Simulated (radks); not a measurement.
Q: Ni III, 26 electrons, occupied as [Ar] 3d8. Calculated with a radial shooting solver on a logarithmic mesh with Libxc functionals: scalar-relativistic Kohn-Sham, LDA (Slater exchange, Perdew-Wang correlation), spin-polarised, spherical densities, point nucleus; open shells are filled with parallel spins first; hard spherical wall at 15 bohr. Some entries of the table are withheld. Estimate them.

orbital  occ.  eigenvalue (hartree)  <r^2> (bohr^2)
1s up       1             -301.8934        0.003947
1s down     1             -301.8929        0.003947
2s up       1             -36.73886         0.07114
2s down     1             -36.69544         0.07105
2p up       3             -31.74960         0.05708
2p down     3             -31.71618         0.05698
3s up       1              -4.82343          0.6356
3s down     1              -4.74244          0.6384
3p up       3              -3.38111          0.7163
3p down     3              -3.30221          0.7218
3d up       5              -1.08707           1.199
3d down     3              -1.01527           1.262
4s up       0                   (1)           6.028
4s down     0                   (2)           6.212
4p up       0                   (3)           8.718
4p down     0                   (4)           9.046
4d up       0              -0.26285             (5)
4d down     0              -0.25800             (6)

A: 
(1) 4s up eigenvalue (hartree): -0.81200
(2) 4s down eigenvalue (hartree): -0.79070
(3) 4p up eigenvalue (hartree): -0.55957
(4) 4p down eigenvalue (hartree): -0.54520
(5) 4d up <r^2> (bohr^2): 22.93
(6) 4d down <r^2> (bohr^2): 23.91
